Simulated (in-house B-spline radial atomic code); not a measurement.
Atomic self-consistent-field run: Rh⁺. Level of theory: scalar-relativistic (X2C) PBE, spherical fractional occupations, Fermi nucleus of rms radius 4.4945 fm, inside a hard spherical wall at 4.32 bohr; calculated with an all-electron radial atomic-structure program (B-spline basis).

Command:
```bash
python run_scf.py task.json out
```
Settings (nuclear radius in fm, mass in u):
```
Z                45
configuration    [Ar] 3d10 4s2 4p5 4d8 4f1
hamiltonian      x2c
method           pbe,pbe
spin_polarised   False
nucleus          fermi
rms_radius       4.4945
atomic_mass      102.90549
speed_of_light   137.035999084
wall_radius      4.32
```

Output (hartree, bohr):
```
 radial grid: 62 intervals, B-splines of order 8, outer radius 4.32 bohr

 iter        energy (Eh)    residual
    1       -4776.967400    4.31e-01
    2       -4776.659763    2.66e-01
    3       -4780.145693    1.46e-02
    4       -4780.149684    5.31e-03
    5       -4780.150308    1.25e-03
    6       -4780.150339    4.45e-04
    7       -4780.150344    2.74e-04
    8       -4780.150348    3.61e-06
    9       -4780.150348    2.73e-07

 total energy                     -4780.15035
 kinetic                            4985.0353
 electron-nucleus                 -11556.8884
 Hartree                            1930.7598
 exchange-correlation               -139.0570

 orbital      occ     eigenvalue          <r>       <r^2>       <1/r>       r_max
 1s         2.000      -845.8148    0.0320997   0.0014026     48.8122     0.02055
 2s         2.000      -123.0520     0.141482   0.0236608     10.9814      0.1197
 2p         6.000      -110.3762     0.123476   0.0186376     10.3563      0.0955
 3s         2.000       -22.3852     0.390402    0.174563     3.77918      0.3516
 3p         6.000       -18.2106     0.390174    0.177006     3.54817      0.3447
 3d        10.000       -11.5157     0.370213      0.1638     3.30835      0.2914
 4s         2.000        -3.4525     0.975101     1.07736     1.42203      0.8798
 4p         5.000        -2.2668      1.07133     1.31479     1.26554      0.9407
 4d         8.000        -0.5880      1.42747     2.41196    0.931942       1.123
 4f         1.000         0.5390      2.51418     6.84043    0.446496       2.669
```

Cost of the run: 0.08 s on 1 thread of Arm Neoverse V2 (shared host).

One-electron X2C: radii and densities carry no picture-change correction, so inner-shell <1/r> comes out high (for 1s by about 2 % at Z = 33, 5 % at 54, 10 % at 75, 30 % at 118) and <r> low.
